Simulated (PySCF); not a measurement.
AgI, SMILES [Ag][I] (connectivity only; charge and spin as stated), charge +1, multiplicity 2. Atoms are numbered in the order given.

```xyz
2

Ag     0.0000     0.0000    -1.4338
I      0.0000     0.0000     1.2714
```
Charge +1, spin multiplicity 2.

Geometry optimised at B3LYP-D3(BJ)/def2-TZVP. The spin state was assumed, not searched. The def2 effective core potentials stand for the cores of Ag, I; spin–orbit coupling is left out.

Calculation: PySCF with B3LYP-D3(BJ)/def2-TZVP.

Frequencies are harmonic and unscaled.

| mode | ν (cm⁻¹) | IR (km/mol) | moving atoms (share of kinetic energy) |
|---|---|---|---|
| 1 | 141 | 2.0 | Ag 54 %, I 46 % |
